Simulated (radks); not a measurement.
Spherical quantum dot in the effective-mass picture: electrons in a well V = -V0 / (1 + exp((r - R)/a)) with V0 = 3.19, R = 6.27, a = 0.25, with a point charge +1 (a donor) at the centre, all in effective atomic units (hartree* = m*/eps^2 hartree, bohr* = eps/m* bohr), one dielectric constant everywhere. Method: non-relativistic Kohn-Sham, exchange-only LDA, spin-polarised, spherical densities; computed with a radial shooting solver with Libxc functionals. Levels are named by radial order and angular momentum (1s, 1p, 1d, 2s, ...), and open shells are averaged over m. Results are scaled to m* = 0.213 and eps = 10.1, for which hartree* = 56.82 meV and bohr* = 2.509 nm.

N = 11, configuration 1s2 1p6 1d(up 2, down 0) 2s(up 1, down 0). This is the lowest configuration that the search found. Occupied and some empty levels:

| level | occupation | eigenvalue (meV) | <r> (nm) |
|---|---|---|---|
| 1s up | 1 | -65.887 | 8.841 |
| 1s down | 1 | -62.882 | 10.05 |
| 1p up | 3 | -60.486 | 11.07 |
| 1p down | 3 | -58.487 | 11.08 |
| 2s up | 1 | -54.920 | 6.398 |
| 1d up | 2 | -53.950 | 11.56 |
| 1d down | 0 | -51.967 | 11.55 |
| 2s down | 0 | -46.540 | 6.177 |
| 1f up | 0 | -45.276 | 11.94 |
| 1f down | 0 | -43.278 | 11.94 |
| 1g up | 0 | -34.627 | 12.27 |
| 1g down | 0 | -32.619 | 12.27 |
| 2p up | 0 | -31.375 | 8.342 |
| 2p down | 0 | -28.509 | 8.633 |

Energy (meV): total -1349.60, kinetic 163.90, external -2138.9, Hartree 738.95, exchange-correlation -113.57.
